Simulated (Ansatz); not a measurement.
Ideal-gas functions of BH3O2Te, SMILES `OB(O)[TeH]` at 800 K and 1 bar, from an Ansatz frequency run at PBE0-D4/def2-TZVP.

Molar mass 173.43 g/mol, point group Cs (symmetry number 1), electronic degeneracy 1, moments of inertia 52.956, 250.458, 303.414 u Å². Harmonic wavenumbers (cm⁻¹, unscaled): 83, 235, 284, 426, 481, 534, 557, 615, 976, 999, 1229, 1465, 2152, 3932, 3933.

Use S(trans) = R[1.5 ln M + 2.5 ln T − 1.1517]; rotational temperatures θ = 24.2544 K / I; S(rot) = R[ln(√π/σ · √(T³/θAθBθC)) + 1.5]; for each mode x = 1.438777 ν̃/T, S = R[x/(eˣ − 1) − ln(1 − e⁻ˣ)] and H = RT x/(eˣ − 1); 1 cm⁻¹ = 0.0119627 kJ/mol; R = 8.31446 J/(mol·K).

By hand: the entropy, in J/(mol·K).

Translation 193.7. Rotation: θ = 0.458, 0.0968, 0.0799 K, giving 124.1. Vibration, mode by mode: 24.14, 15.54, 13.99, 10.73, 9.77, 8.96, 8.64, 7.89, 4.63, 4.48, 3.23, 2.31, 0.86, 0.06, 0.06, in all 115.3. Electronic 0.0. Sum 433.1 J/(mol·K).

By hand: H − E and G − E in kJ/mol, counted from the electronic energy.

Zero-point energy ½ × 17901 × 0.0119627 = 107.1; thermal vibration 45.3; translation, rotation and pV give 4 RT = 26.6. H − E = 179.0 kJ/mol, and G − E = 179.0 − 800 × 433.1/1000 = -167.5 kJ/mol.

Vibration gives 27 % of the entropy, 24.1 J/(mol·K) of it from the mode under 150 cm⁻¹: soft modes count most, and the harmonic formula is weakest for them. The sum counts one conformer and one mirror image; others add a mixing term.
